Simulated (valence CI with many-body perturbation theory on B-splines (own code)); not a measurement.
**Ce51+: calculated level list**

Method: configuration interaction combined with many-body perturbation theory (CI+MBPT): five valence electrons over a frozen Dirac-Fock core [He], a basis of 9 s, 9 p, 8 d, 6 f, 3 g, 1 h functions for each j, with the one-electron correlation potential Σ1, the two-electron term Σ2, the three-electron term Σ3, Breit, model QED; selected CI, second order for the rest (own B-spline code, finite nucleus).

No measured spectrum was set against this ion. As an estimate, large intervals hold to a few tenths of a per cent, small ones and those within an open d or f shell to about a per cent. Among the levels kept, up to 3900 cm⁻¹ of a level comes from second order outside the variational space, and about a tenth of that is noise between levels of different J, which matters for small intervals.

Levels 1 to 45 of 62, with energies above the lowest level, (2s^2 2p1/2^2 2p3/2) J=3/2. "Leading %" is the weight of the configuration and term that name the level; weights of strongly mixed levels are sums over their largest components and can fall short. In the jj column 3d3/2^4 stands for four electrons in 3d with j = 3/2.

| No. | Configuration | Term | J | E (eV) | Leading % | Second component | Leading jj |
| --- | --- | --- | --- | --- | --- | --- | --- |
| 1 | 2s²2p³ | ²P° | 3/2 | 0.0 | 47 | 26 % 2s²2p³ ²D° | 2s^2 2p1/2^2 2p3/2 (100 %) |
| 2 | 2s²2p³ | ⁴S° | 3/2 | 448.7 | 55 | 45 % 2s²2p³ ²D° | 2s^2 2p1/2 2p3/2^2 (100 %) |
| 3 | 2s²2p³ | ²D° | 5/2 | 469.8 | 100 |  | 2s^2 2p1/2 2p3/2^2 (100 %) |
| 4 | 2s²2p³ | ²P° | 1/2 | 504.8 | 100 |  | 2s^2 2p1/2 2p3/2^2 (100 %) |
| 5 | 2s2p⁴ | ⁴P | 5/2 | 689.7 | 73 | 27 % 2s2p⁴ ²D | 2s 2p1/2^2 2p3/2^2 (99 %) |
| 6 | 2s2p⁴ | ²S | 1/2 | 765.6 | 62 | 30 % 2s2p⁴ ⁴P | 2s 2p1/2^2 2p3/2^2 (99 %) |
| 7 | 2s2p⁴ | ²P | 3/2 | 767.1 | 46 | 36 % 2s2p⁴ ²D | 2s 2p1/2^2 2p3/2^2 (99 %) |
| 8 | 2s²2p³ | ²P° | 3/2 | 954.8 | 52 | 28 % 2s²2p³ ²D° | 2s^2 2p3/2^3 (99 %) |
| 9 | 2s2p⁴ | ⁴P | 3/2 | 1159.7 | 81 | 13 % 2s2p⁴ ²D | 2s 2p1/2 2p3/2^3 (99 %) |
| 10 | 2s2p⁴ | ²D | 5/2 | 1194.4 | 73 | 27 % 2s2p⁴ ⁴P | 2s 2p1/2 2p3/2^3 (99 %) |
| 11 | 2s2p⁴ | ²P | 1/2 | 1236.2 | 62 | 36 % 2s2p⁴ ⁴P | 2s 2p1/2 2p3/2^3 (98 %) |
| 12 | 2s2p⁴ | ²D | 3/2 | 1246.9 | 51 | 48 % 2s2p⁴ ²P | 2s 2p1/2 2p3/2^3 (100 %) |
| 13 | 2p⁵ | ²P° | 3/2 | 1513.1 | 99 |  | 2p1/2^2 2p3/2^3 (99 %) |
| 14 | 2s2p⁴ | ²S | 1/2 | 1702.0 | 36 | 34 % 2s2p⁴ ⁴P | 2s 2p3/2^4 (99 %) |
| 15 | 2p⁵ | ²P° | 1/2 | 1984.6 | 100 |  | 2p1/2 2p3/2^4 (100 %) |
| 16 | 2s²2p²3s | ⁴P | 1/2 | 5322.5 | 48 | 30 % 2s²2p²3s ²S | 2s^2 2p1/2^2 3s (100 %) |
| 17 | 2s²2p²3p | ²P° | 1/2 | 5395.4 | 45 | 39 % 2s²2p²3p ⁴D° | 2s^2 2p1/2^2 3p1/2 (100 %) |
| 18 | 2s²2p²3p | ²P° | 3/2 | 5541.6 | 32 | 21 % 2s²2p²3p ⁴D° | 2s^2 2p1/2^2 3p3/2 (99 %) |
| 19 | 2s²2p²3d | ²D | 3/2 | 5610.7 | 41 | 34 % 2s²2p²3d ⁴F | 2s^2 2p1/2^2 3d3/2 (100 %) |
| 20 | 2s²2p²3d | ²D | 5/2 | 5657.2 | 34 | 19 % 2s²2p²3d ⁴D | 2s^2 2p1/2^2 3d5/2 (99 %) |
| 21 | 2s²2p²3s | ⁴P | 3/2 | 5778.9 | 88 | 10 % 2s²2p²3s ²P | 2s^2 2p1/2 2p3/2 3s (99 %) |
| 22 | 2s²2p²3s | ²P | 1/2 | 5786.7 | 67 | 33 % 2s²2p²3s ⁴P | 2s^2 2p1/2 2p3/2 3s (100 %) |
| 23 | 2s²2p²3s | ²D | 5/2 | 5796.6 | 63 | 37 % 2s²2p²3s ⁴P | 2s^2 2p1/2 2p3/2 3s (99 %) |
| 24 | 2s²2p²3s | ²D | 3/2 | 5801.5 | 63 | 35 % 2s²2p²3s ²P | 2s^2 2p1/2 2p3/2 3s (99 %) |
| 25 | 2s²2p²3p | ⁴P° | 1/2 | 5851.2 | 47 | 28 % 2s²2p²3p ⁴D° | 2s^2 2p1/2 2p3/2 3p1/2 (100 %) |
| 26 | 2s²2p²3p | ⁴D° | 3/2 | 5857.0 | 56 | 22 % 2s²2p²3p ²D° | 2s^2 2p1/2 2p3/2 3p1/2 (100 %) |
| 27 | 2s²2p²3p | ²F° | 5/2 | 5869.5 | 47 | 31 % 2s²2p²3p ²D° | 2s^2 2p1/2 2p3/2 3p1/2 (99 %) |
| 28 | 2s²2p²3p | ²P° | 3/2 | 5896.9 | 42 | 26 % 2s²2p²3p ²D° | 2s^2 2p1/2 2p3/2 3p1/2 (99 %) |
| 29 | 2s2p³3s | ⁴P° | 5/2 | 5975.2 | 25 | 22 % 2s²2p²3p ⁴D° | 2s 2p1/2^2 2p3/2 3s (54 %) |
| 30 | 2s²2p²3p | ²P° | 1/2 | 5992.5 | 34 | 32 % 2s²2p²3p ⁴P° | 2s^2 2p1/2 2p3/2 3p3/2 (97 %) |
| 31 | 2s²2p²3p | ²D° | 3/2 | 5999.2 | 46 | 18 % 2s²2p²3p ²P° | 2s^2 2p1/2 2p3/2 3p3/2 (90 %) |
| 32 | 2s²2p²3p | ²D° | 3/2 | 6000.2 | 16 | 16 % 2s2p³3s ⁴S° | 2s 2p1/2^2 2p3/2 3s (52 %) |
| 33 | 2s²2p²3p | ⁴D° | 5/2 | 6002.1 | 34 | 19 % 2s2p³3s ⁴P° | 2s^2 2p1/2 2p3/2 3p3/2 (58 %) |
| 34 | 2s²2p²3p | ²F° | 7/2 | 6006.4 | 63 | 37 % 2s²2p²3p ⁴D° | 2s^2 2p1/2 2p3/2 3p3/2 (100 %) |
| 35 | 2s²2p²3p | ⁴S° | 3/2 | 6025.5 | 19 | 17 % 2s2p³3s ²P° | 2s^2 2p1/2 2p3/2 3p3/2 (58 %) |
| 36 | 2s²2p²3p | ²D° | 5/2 | 6028.2 | 60 | 17 % 2s²2p²3p ²F° | 2s^2 2p1/2 2p3/2 3p3/2 (95 %) |
| 37 | 2s²2p²3p | ²P° | 1/2 | 6036.9 | 72 | 7 % 2s²2p²3p ⁴D° | 2s^2 2p1/2 2p3/2 3p3/2 (83 %) |
| 38 | 2s2p³3p | ⁶P | 3/2 | 6064.9 | 17 | 14 % 2s2p³3p ⁴P | 2s 2p1/2^2 2p3/2 3p1/2 (67 %) |
| 39 | 2s2p³3p | ²D | 5/2 | 6065.4 | 14 | 14 % 2s²2p²3d ⁴F | 2s 2p1/2^2 2p3/2 3p1/2 (73 %) |
| 40 | 2s2p³3s | ⁴D° | 1/2 | 6067.5 | 29 | 22 % 2s2p³3s ²P° | 2s 2p1/2^2 2p3/2 3s (80 %) |
| 41 | 2s2p³3s | ²P° | 3/2 | 6068.2 | 32 | 18 % 2s2p³3s ²D° | 2s 2p1/2^2 2p3/2 3s (94 %) |
| 42 | 2s²2p²3d | ⁴F | 3/2 | 6070.2 | 30 | 18 % 2s²2p²3d ²P | 2s^2 2p1/2 2p3/2 3d3/2 (70 %) |
| 43 | 2s²2p²3d | ⁴F | 5/2 | 6071.9 | 40 | 38 % 2s²2p²3d ²F | 2s^2 2p1/2 2p3/2 3d3/2 (82 %) |
| 44 | 2s²2p²3d | ⁴D | 1/2 | 6072.7 | 79 | 14 % 2s²2p²3d ²P | 2s^2 2p1/2 2p3/2 3d3/2 (100 %) |
| 45 | 2s²2p²3d | ²G | 7/2 | 6084.7 | 49 | 25 % 2s²2p²3d ²F | 2s^2 2p1/2 2p3/2 3d3/2 (96 %) |

Where two levels of one J and parity lie close, their mixing, g and order are uncertain.

The ionisation energy to 2s²2p² ³P0 of the next ion comes out as 9802.6 eV (NIST: 9803 ± 4 eV (theoretical)). All 62 levels together are meant to be complete up to 6239.2 eV.
